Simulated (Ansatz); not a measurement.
Species: H2S2, charge 1, doublet. H2S2+ (parent SMILES SS, doublet).
B3LYP-D3(BJ)/def2-TZVP minimum from Ansatz (a quantum-chemistry and plane-wave program):
```xyz
4

S     -0.7941    -0.0207     0.6135
S      0.7941     0.0207    -0.6135
H     -1.6942     0.0045    -0.3999
H      1.6942    -0.0045     0.3999
```
Charge +1, spin multiplicity 2.

Hartree-Fock and CCSD(T) correlation energies in hartree (Ansatz). Radicals and triplets start from unrestricted determinants; spin-orbit coupling is neglected. Correlated methods leave the cores frozen. No relativity. The UHF reference of H2S2+ (parent SMILES SS, doublet) is spin-contaminated (<S^2> up to 0.03 over the pure value in the sets run). The spin of H2S2+ (parent SMILES SS, doublet) was assumed, and the state is the lowest solution found for it.

```json
[
 {"basis": "cc-pV(T+d)Z", "X": "3", "E(HF)": "-795.96194", "E(corr, CCSD(T))": "-0.38804"},
 {"basis": "cc-pV(Q+d)Z", "X": "4", "E(HF)": "-795.96968", "E(corr, CCSD(T))": "-0.41405"},
 {"basis": "cc-pV(5+d)Z", "X": "5", "E(HF)": "-795.97117", "E(corr, CCSD(T))": "withheld"}
]
```

Problem. Fit E(corr) = E∞ + A/X³ to X = 3 and 4, predict X = 5, and compare with the run.

Solution. A = (-0.38804 - (-0.41405))/(1/27 - 1/64) = 1.2147; E∞ = -0.41405 - A/64 = -0.43303; at X = 5, E∞ + A/125 = -0.42331. The run gave -0.42302, 0.29 mEh above the prediction. The same form on X = 4 and 5 gives E∞ = -0.43243, 0.60 mEh above the first estimate.
